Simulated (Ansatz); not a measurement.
Geometry optimisation, RKS revPBE-D4/def2-SVP (Ansatz 0.2.0).

Input file:

```yaml
crystal:
  periodic: [false, false, false]
  atoms:
    - { symbol: C, position_ang: [-0.732, -0.949, -1.2026] }
    - { symbol: C, position_ang: [-0.1634, -0.6139, 0.1521] }
    - { symbol: Si, position_ang: [1.6524, -0.3146, -0.0377] }
    - { symbol: B, position_ang: [-0.7621, 0.6679, 0.8573] }
    - { symbol: O, position_ang: [-0.4724, 0.9946, 2.2168] }
    - { symbol: O, position_ang: [-1.8539, 1.4617, 0.1662] }
    - { symbol: H, position_ang: [-0.6108, -0.0455, -1.9052] }
    - { symbol: H, position_ang: [-0.2724, -1.7899, -1.6669] }
    - { symbol: H, position_ang: [-1.8644, -1.0869, -1.0652] }
    - { symbol: H, position_ang: [-0.3067, -1.4936, 0.8318] }
    - { symbol: H, position_ang: [2.2706, -0.0994, 1.3243] }
    - { symbol: H, position_ang: [2.3295, -1.4825, -0.6331] }
    - { symbol: H, position_ang: [1.8666, 0.8944, -0.8808] }
    - { symbol: H, position_ang: [0.2436, 1.6615, 2.1622] }
    - { symbol: H, position_ang: [-2.64914, 0.9882, 0.44016] }
basis:
  gaussian: { orbitals: def2-SVP }
hamiltonian:
  xc: revpbe
  dispersion: d4
relax:
  f_tol: 0.015
  max_steps: 40
output:
  orbitals: {}
```

Command:

```bash
$ ansatz run input.yaml --threads 2 --pin off --max-ram 3072MiB --backend cpu --events-out ev --progress --plain --runs-dir out
```

Problem. Where does it end, and by what steps?

Solution. The run converged. After 14 steps the energy has fallen by 1.390 eV; H15 moved furthest, 1.39 Å.

```csv
step,energy less start (eV),largest force component (eV/Å),accepted
0,0.0000,2.736,yes
1,-0.3173,2.368,yes
2,-0.4916,1.709,yes
3,-0.6866,1.313,yes
4,-0.8805,0.924,yes
5,-1.0506,0.660,yes
6,-1.2043,0.604,yes
7,-1.3279,0.365,yes
8,-1.3813,0.139,yes
9,-1.3673,0.519,no
10,-1.3878,0.145,yes
11,-1.3897,0.021,yes
12,-1.3900,0.031,yes
13,-1.3902,0.016,yes
14,-1.3902,0.008,yes
```

```xyz
15
Properties=species:S:1:pos:R:3
C -0.796 -1.104 -1.182
C -0.119 -0.679 0.138
Si 1.723 -0.259 -0.135
B -0.791 0.559 0.857
O -0.541 0.740 2.206
O -1.571 1.410 0.096
H -0.796 -0.273 -1.917
H -0.287 -1.970 -1.654
H -1.857 -1.386 -1.019
H -0.101 -1.522 0.867
H 2.430 -0.002 1.169
H 2.420 -1.394 -0.844
H 1.854 0.971 -0.998
H -0.962 1.530 2.589
H -1.929 2.172 0.586
```

Time of the run: 43 s on 2 threads of Arm Neoverse V2, on a shared host, peak memory 0.18 GiB.
